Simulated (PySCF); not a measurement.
Charge-transfer reorganisation: SMILES B1NBNBN1, B3H6N3

Molfile (atoms numbered from 1):
```
B3H6N3
     RDKit          3D

 12 12  0  0  0  0  0  0  0  0999 V2000
    1.0835   -1.2254   -0.0654 B   0  0  0  0  0  0  0  0  0  0  0  0
    1.4772    0.1052    0.2863 N   0  0  0  0  0  0  0  0  0  0  0  0
    0.5494    1.1922    0.3705 B   0  0  0  0  0  0  0  0  0  0  0  0
   -0.8239    0.9032    0.0873 N   0  0  0  0  0  0  0  0  0  0  0  0
   -1.2844   -0.4043   -0.2696 B   0  0  0  0  0  0  0  0  0  0  0  0
   -0.3049   -1.4460   -0.3353 N   0  0  0  0  0  0  0  0  0  0  0  0
    1.8811   -2.1154   -0.1314 H   0  0  0  0  0  0  0  0  0  0  0  0
    2.4530    0.2858    0.4805 H   0  0  0  0  0  0  0  0  0  0  0  0
    0.9067    2.2959    0.6648 H   0  0  0  0  0  0  0  0  0  0  0  0
   -1.4973    1.6558    0.1399 H   0  0  0  0  0  0  0  0  0  0  0  0
   -2.4388   -0.6174   -0.5033 H   0  0  0  0  0  0  0  0  0  0  0  0
   -0.6064   -2.3780   -0.5866 H   0  0  0  0  0  0  0  0  0  0  0  0
  1  2  1  0
  2  3  1  0
  3  4  1  0
  4  5  1  0
  5  6  1  0
  6  1  1  0
  1  7  1  0
  2  8  1  0
  3  9  1  0
  4 10  1  0
  5 11  1  0
  6 12  1  0
M  END
```

Theory: PySCF 2.14.0, UKS B3LYP/6-31G* four-point reorganisation energy, gas phase. Geometry: B3LYP/6-31G*.

**Question.** What is the inner reorganisation energy for hole transfer, with the ionisation energy?

**Answer.** λ = 0.249 (surface of the oxidised species) + 0.335 (surface of the starting species) = 0.584 eV. The ionisation energy is 9.85 eV vertical and 9.60 eV adiabatic without zero-point energy; at the relaxed geometry of the oxidised species the two energies differ by 9.27 eV. Largest bond changes: N2–B3 1.432 → 1.504 Å, B1–N2 1.431 → 1.503 Å, B3–N4 1.432 → 1.402 Å, B5–N6 1.431 → 1.461 Å, N6–B1 1.431 → 1.402 Å. ⟨S²⟩ of the relaxed oxidised species 0.760.
